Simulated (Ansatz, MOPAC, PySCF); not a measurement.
Species: SnH$_{3}$, net charge 1, singlet state. SMILES of the parent species: [SnH3]
Geometry: optimised at B3LYP-D3(BJ)/def2-TZVP (Ansatz, a program for electronic structure).

Unscaled harmonic wavenumbers (cm⁻¹) in rising order, each level at the stationary point that it reaches from this structure (no distance between atoms moves by over 0.3 Å); the order of modes can differ between levels, and a negative number is imaginary. B3LYP-D3(BJ)/def2-TZVP (PySCF, at the structure above): 668, 672, 672, 1969, 2026, 2026.

AM1 (MOPAC): 712, 712, 718, 1842, 1873, 1873. Zero-point energy 11.0 against 11.5 kcal/mol; where all levels lie over 400 cm⁻¹, the wavenumbers are on average 0.996 times those of B3LYP-D3(BJ)/def2-TZVP.

PM3 (MOPAC): 619, 658, 658, 2121, 2203, 2203. Zero-point energy 12.1 against 11.5 kcal/mol; where all levels lie over 400 cm⁻¹, the wavenumbers are on average 1.023 times those of B3LYP-D3(BJ)/def2-TZVP.

PM7 (MOPAC): 526, 762, 762, 2239, 2239, 2257. Zero-point energy 12.6 against 11.5 kcal/mol; where all levels lie over 400 cm⁻¹, the wavenumbers are on average 1.068 times those of B3LYP-D3(BJ)/def2-TZVP.

B3LYP/6-31G* with LANL2DZ past Ar (Ansatz): 661, 696, 697, 1940, 1981, 1981. Zero-point energy 11.4 against 11.5 kcal/mol; where all levels lie over 400 cm⁻¹, the wavenumbers are on average 1.000 times those of B3LYP-D3(BJ)/def2-TZVP.
